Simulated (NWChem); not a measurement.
# TiH₄; SMILES [TiH4]

Program: NWChem. Geometry: optimised at PBE0/def2-SVP. Static field.

For level Hartree-Fock/def2-SVPD:

| Quantity | Result |
|---|---|
| isotropic polarisability (bohr³) | 45.7 |

Question: What are these values for level PBE/def2-SVPD?

Answer: 
| Property | Value |
|---|---|
| isotropic polarisability (bohr³) | 48.1 |
